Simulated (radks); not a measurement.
All-electron atom: Nd54+ in [He] 2s2 2p2. All-electron calculation, non-relativistic Kohn-Sham, PBE, spin-polarised, spherical densities, point nucleus; open shells are filled with parallel spins first (spin-orbit coupling, left out, can overturn this in heavy ions); relativity is left out, which matters for an element this heavy. Program: a radial shooting solver on a logarithmic mesh with Libxc functionals.

Normalised radial functions P(r) = r R(r), r in bohr:

```
   r/bohr * 1s up, o 2p down (the largest magnitude, 5.66, reaches the edge; | marks zero, & curves that meet)
 0.001802 o              *
 0.002183 o                *
 0.002645 o                   *
 0.003205 o                       *
 0.003852 |o                         *
 0.004668 |o                              *
 0.005656 |o                                  *
 0.006853 | o                                      *
 0.008303 |  o                                         *
  0.01006 |   o                                            *
  0.01219 |    o                                               *
  0.01477 |      o                                               *
   0.0179 |         o                                            *
  0.02169 |            o                                       *
  0.02628 |               o                                *
  0.03184 |                   o                      *
  0.03858 |                       o          *
  0.04674 |                         * o
  0.05664 |                *             o
  0.06862 |         *                     o
  0.08249 |     *                        o
  0.09995 | *                         o
   0.1211 |*                    o
   0.1467 *               o
   0.1778 *         o
   0.2154 *    o
    0.261 * o
   0.3163 *o
```

1s up: eigenvalue -46210 eV, 0 radial nodes, <r> = 0.0252 bohr, 90 % of the charge inside 0.0448 bohr. 2p down (empty): eigenvalue -10578.2 eV, 0 radial nodes, <r> = 0.0875 bohr, 90 % of the charge inside 0.140 bohr.
